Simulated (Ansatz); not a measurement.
```yaml
crystal:
  periodic: [false, false, false]
  atoms:
    - {symbol: C, position_ang: [0.783067, 2.343783, 1.878890]}
    - {symbol: C, position_ang: [0.683221, 2.548068, 0.383560]}
    - {symbol: O, position_ang: [-0.168538, 1.616536, -0.206093]}
    - {symbol: Hf, position_ang: [-1.258246, 0.184636, -0.845135]}
    - {symbol: Cl, position_ang: [-3.269092, 1.079424, -1.771078]}
    - {symbol: O, position_ang: [-0.301844, -0.780514, -2.190483]}
    - {symbol: C, position_ang: [0.595804, -1.380421, -3.070717]}
    - {symbol: C, position_ang: [1.930950, -0.668859, -3.075946]}
    - {symbol: O, position_ang: [-1.685773, -0.986357, 0.603629]}
    - {symbol: C, position_ang: [-1.828247, -1.820350, 1.710249]}
    - {symbol: C, position_ang: [-0.973871, -1.357657, 2.869844]}
    - {symbol: H, position_ang: [1.451452, 3.086485, 2.321718]}
    - {symbol: H, position_ang: [1.173574, 1.349657, 2.108184]}
    - {symbol: H, position_ang: [-0.199017, 2.442945, 2.346659]}
    - {symbol: H, position_ang: [1.676082, 2.466088, -0.076428]}
    - {symbol: H, position_ang: [0.308061, 3.555071, 0.164675]}
    - {symbol: H, position_ang: [0.160074, -1.371941, -4.077178]}
    - {symbol: H, position_ang: [0.728761, -2.431530, -2.785473]}
    - {symbol: H, position_ang: [1.809331, 0.374461, -3.375800]}
    - {symbol: H, position_ang: [2.618387, -1.150349, -3.776033]}
    - {symbol: H, position_ang: [2.383258, -0.690130, -2.081481]}
    - {symbol: H, position_ang: [-1.555752, -2.844349, 1.425299]}
    - {symbol: H, position_ang: [-2.884897, -1.837255, 2.003977]}
    - {symbol: H, position_ang: [-1.248212, -0.343872, 3.170074]}
    - {symbol: H, position_ang: [0.083800, -1.360276, 2.595225]}
    - {symbol: H, position_ang: [-1.106434, -2.019290, 3.729564]}
basis:
  gaussian: {orbitals: def2-TZVPP}
total_charge: 4
magnetization: {spin_polarized: true, initial_magnetization: 0}
hamiltonian: {xc: {name: PBE-QIDH}}
```

```sh
$ ansatz run in.yaml --threads 11 --pin off --events-out ev --progress --plain --max-ram 174080MiB --backend cuda --devices 0, --max-vram 75GiB
```

Output, abridged:

```
Functional definition: PBE-QIDH
3508 factors; integrals over basis functions are off by at most 1.2e-3 eV
mean field evaluation 1: about -26235.3470 eV, gradient 1.2e2 eV
mean field evaluation 2: about -26235.8093 eV, gradient 1.2e2 eV
mean field evaluation 4: about -26140.4424 eV, gradient 2.1e2 eV
mean field evaluation 8: about -26292.5134 eV, gradient 7.3e1 eV
mean field evaluation 16: about -26334.9688 eV, gradient 3.6e0 eV
mean field evaluation 32: about -26339.5881 eV, gradient 9.8e-2 eV
mean field evaluation 64: about -26339.4554 eV, gradient 2.0e0 eV
mean field evaluation 128: about -26339.5556 eV, gradient 4.8e-2 eV
mean field evaluation 160: about -26339.5923 eV, gradient 1.4e-1 eV
mean field evaluation 192: about -26339.5863 eV, gradient 8.4e-2 eV
mean field evaluation 224: about -26339.5938 eV, gradient 2.0e-2 eV
mean field evaluation 256: about -26339.5949 eV, gradient 3.4e-2 eV
mean field evaluation 352: about -26339.5894 eV, gradient 1.4e-1 eV
mean field evaluation 384: about -26339.5963 eV, gradient 1.6e-1 eV
mean field -26339.59680747 eV, -967.9623290547 hartree, gradient 2.7e-6 eV, S^2 2.043003; 22 other end points of the search recorded, 0 dependent functions left out
14 core orbitals not correlated: weight in the atoms' cores, before any rotation towards them, 1.000 or more for the frozen orbitals, at most 0.000 for the correlated occupied ones
reference -26339.59682845 eV, -967.9623298255 hartree; 36, 36 occupied and 537, 537 virtual orbitals, 3508 factors
second order -66.40152400 eV of doubles, -0.00000000 eV of singles
Total energy: -26361.73066978 eV, -968.7757334916 hartree
```

In this input the charge is far from anything that the molecule holds. The calculation finished and met its thresholds. The result belongs to that input, not to the molecule as meant.
